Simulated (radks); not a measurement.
Results of a calculation; reference values are marked as such.
Problem. The tellurium ion Te32+, configuration [Ar] 4s2 (not the ground configuration). Code: a radial shooting solver on a logarithmic mesh with Libxc functionals. Model: Dirac Kohn-Sham, LDA (Slater exchange, Perdew-Wang correlation), spin-unpolarised, spherical densities, finite nucleus; Fermi nuclear charge, rms radius 4.7423 fm. Some entries of the table are withheld. Estimate them.

| orbital | occ. | eigenvalue (Ry) | <r> (bohr) | <r^2> (bohr^2) |
|---|---|---|---|---|
| 1s1/2 | 2 | -2444.017 | 0.02784 | 0.001050 |
| 2s1/2 | 2 | (1) | 0.1185 | 0.01657 |
| 2p1/2 | 2 | (2) | 0.09995 | (3) |
| 2p3/2 | 4 | (4) | 0.1053 | (5) |
| 3s1/2 | 2 | -172.2318 | 0.2952 | 0.09935 |
| 3p1/2 | 2 | -164.3689 | 0.2816 | (6) |
| 3p3/2 | 4 | -159.5589 | 0.2903 | (7) |
| 4s1/2 | 2 | -86.19373 | 0.5711 | (8) |

Solution. 
(1) 2s1/2 eigenvalue (Ry): -477.3413
(2) 2p1/2 eigenvalue (Ry): -456.1284
(3) 2p1/2 <r^2> (bohr^2): 0.01225
(4) 2p3/2 eigenvalue (Ry): -435.6976
(5) 2p3/2 <r^2> (bohr^2): 0.01348
(6) 3p1/2 <r^2> (bohr^2): 0.09176
(7) 3p3/2 <r^2> (bohr^2): 0.09731
(8) 4s1/2 <r^2> (bohr^2): 0.3666
